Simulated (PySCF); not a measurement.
**Correlation energy of Mo⁺ (molybdenum, charge +1)**

[Kr] 4d4 5s1, high-spin 6D determinant (an excited configuration). Calculation: PySCF 2.14, in x2c-TZVPPall with one added diffuse shell each of s, p, d, f type (9s7p7d3f1g, 95 functions); scalar relativity by spin-free X2C-1e. Frozen: [Ar] 3d10; 13 electrons correlated.

```
  level  correlation energy (mhartree)
   CCSD                        -333.77
    (T)                          -8.43
CCSD(T)                        -342.20
```

Diagnostics: T1 = 0.0075, D1 = 0.0330, largest double amplitude 0.020.

Cost of the coupled-cluster step: roughly 50 core-seconds, for 13 correlated electrons.

Iterations:

```
CC2 = 0
CCSD nocc = (np.int64(9), np.int64(4)), nmo = (81, 81)
frozen orbitals [[0, 1, 2, 3, 4, 5, 6, 7, 8, 9, 10, 11, 12, 13], [0, 1, 2, 3, 4, 5, 6, 7, 8, 9, 10, 11, 12, 13]]
max_cycle = 100
direct = 0
conv_tol = 1e-08
conv_tol_normt = 1e-06
diis_space = 8
diis_start_cycle = 0
Init t2, MP2 energy = -0.324459375168511
Init E_corr(UCCSD) = -0.324459375168803
cycle = 1  E_corr(UCCSD) = -0.329386793469627  dE = -0.0049274183  norm(t1,t2) = 0.0370501
cycle = 2  E_corr(UCCSD) = -0.333071938918758  dE = -0.00368514545  norm(t1,t2) = 0.00902623
cycle = 3  E_corr(UCCSD) = -0.333757282386245  dE = -0.000685343467  norm(t1,t2) = 0.00358072
cycle = 4  E_corr(UCCSD) = -0.333800124874644  dE = -4.28424884e-05  norm(t1,t2) = 0.000520746
cycle = 5  E_corr(UCCSD) = -0.333764439048775  dE = 3.56858259e-05  norm(t1,t2) = 0.00016795
cycle = 6  E_corr(UCCSD) = -0.333763710880924  dE = 7.28167851e-07  norm(t1,t2) = 4.31846e-05
cycle = 7  E_corr(UCCSD) = -0.333765491372196  dE = -1.78049127e-06  norm(t1,t2) = 1.53189e-05
cycle = 8  E_corr(UCCSD) = -0.333765276163384  dE = 2.15208812e-07  norm(t1,t2) = 3.32298e-06
cycle = 9  E_corr(UCCSD) = -0.333765244810224  dE = 3.13531602e-08  norm(t1,t2) = 7.08456e-07
cycle = 10  E_corr(UCCSD) = -0.333765254627331  dE = -9.81710635e-09  norm(t1,t2) = 2.42645e-07
UCCSD converged
E(UCCSD) = -4046.245160747937  E_corr = -0.3337652546273306
UCCSD(T) correction = -0.00843268327076923
```

This basis was not built for core-valence correlation, so the inner-shell part is incomplete.
